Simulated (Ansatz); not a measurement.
`C[SiH](C)[SnH3]` + `C=N` → `C=[N][SnH3]` + `C[SiH2]C`  (cleavage of the Sn–Si bond)

Gas-phase electronic energies from Ansatz, PBE0-D4/def2-TZVP geometries. CCSD(T)/CBS is the MP2 limit (def2-TZVPP, def2-QZVPP) plus CCSD(T) − MP2 in def2-TZVPP, frozen cores. This one scheme is used for every species. Functionals use def2-TZVPP. B3LYP here is the variant with VWN-RPA as its local correlation; programs differ in this. Elements past krypton have def2 core potentials. For Sn outer-core shells are correlated without core-valence functions, which leaves a few kJ/mol of doubt a bond.

```
             level  ΔE (kcal/mol)  difference from CCSD(T)/CBS
            PBE-D4           10.2                          1.5
           PBE0-D4           10.7                          2.0
           ωB97X-V            7.9                         -0.8
           ωB97M-V            8.3                         -0.4
            B2PLYP            6.9                         -1.8
               PBE            9.6                          0.9
              PBE0           10.0                          1.3
             B3LYP            7.2                         -1.5
     HF/def2-TZVPP            5.4                         -3.3
    MP2/def2-TZVPP            7.5                         -1.2
   CCSD/def2-TZVPP            8.1                         -0.6
     HF/def2-QZVPP            5.1                         -3.6
    MP2/def2-QZVPP            7.8                         -0.9
SCS-MP2/def2-QZVPP            6.6                         -2.1
      HF/CBS(def2)            5.1                         -3.6
    CCSD/CBS(def2)            8.8                          0.1
       CCSD(T)/CBS            8.7                            0
```

Largest T1 diagnostic among the species: 0.014.

The D4 term adds +1.0 kcal/mol with B3LYP and +0.7 kcal/mol with PBE0; it sums over pairs of atoms, weighted by their polarisabilities, and B3LYP, whose exchange is more repulsive, gets the larger term. In def2-TZVPP, CCSD(T) changes the Hartree–Fock value by +2.6 kcal/mol (the triples alone add −0.1 kcal/mol) and MP2 by +2.0 kcal/mol.
